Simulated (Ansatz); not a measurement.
One change: `[NH2][Hf]([NH2])([Cl])[Cl]` becomes `[NH2][Hf]([NH2])([OH])[Cl]`.

Ansatz, PBE0-D4/def2-TZVP geometries, multiplicity 1. Each molecule was computed in one conformer, which needn't be the lowest.

Elements past krypton have def2 core potentials.

| property | `[NH2][Hf]([NH2])([Cl])[Cl]` |
| --- | --- |
| HOMO energy (ωB97M-V/def2-TZVPP) / eV | -10.09 |
| zero-point energy (PBE0-D4/def2-TZVP) / kJ/mol | 134.9 |
| LUMO energy (PBE/def2-TZVPP) / eV | -1.73 |
| HOMO–LUMO gap (B3LYP/def2-TZVPP) / eV | 6.42 |
| ideal-gas entropy at 298 K and 1 bar (rigid rotor, harmonic PBE0-D4/def2-TZVP) / J/(mol·K) | 407 |
| LUMO energy (ωB97M-V/def2-TZVPP) / eV | 0.99 |

Question: What does the change do to each property? (Estimate.)

Answer: The calculation gave: 
```csv
property,`[NH2][Hf]([NH2])([OH])[Cl]`,shift
HOMO energy (ωB97M-V/def2-TZVPP) / eV,-9.76,0.33
zero-point energy (PBE0-D4/def2-TZVP) / kJ/mol,164.9,30.0
LUMO energy (PBE/def2-TZVPP) / eV,-1.00,0.73
HOMO–LUMO gap (B3LYP/def2-TZVPP) / eV,6.72,0.30
"ideal-gas entropy at 298 K and 1 bar (rigid rotor, harmonic PBE0-D4/def2-TZVP) / J/(mol·K)",405,-2
LUMO energy (ωB97M-V/def2-TZVPP) / eV,1.06,0.07
```

With PBE0 the HOMO rises by 0.37 eV and the LUMO rises by 0.74 eV, so the gap widens by about 0.37 eV. PBE moves the HOMO by 0.38 eV and ωB97M-V by 0.33 eV. The zero-point energy changes by 30.0 kJ/mol with +3 modes.

B3LYP here is the variant with VWN-RPA as its local correlation; programs differ in this.
